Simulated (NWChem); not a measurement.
System: C2H3F3Si; SMILES F/C=C(/F)[SiH2]F

```xyz
9

F     -1.4012    -1.7743     0.0751
C     -0.0665    -1.6792     0.1923
C      0.5602    -0.5197    -0.0226
F      1.9161    -0.5223     0.1374
Si    -0.2120     1.1066    -0.5396
F     -0.4776     2.0372     0.7539
H      0.4188    -2.6096     0.4724
H     -1.5043     0.8461    -1.2110
H      0.7552     1.7985    -1.4231
```
Atoms are numbered in this order, from 1.

Computed with NWChem. Structure relaxed at the B3LYP/6-31G* (spherical d) level.

For level B3LYP/def2-TZVP:

- highest occupied level (eV): -7.71
- orbital gap (eV): 6.29
- dipole (D): 1.48

Task: How do the values read with level Hartree-Fock/def2-TZVP instead?

Result: The highest occupied level (eV) comes out as -10.87 and the orbital gap (eV) comes out as 13.20. The dipole (D) is 1.65.
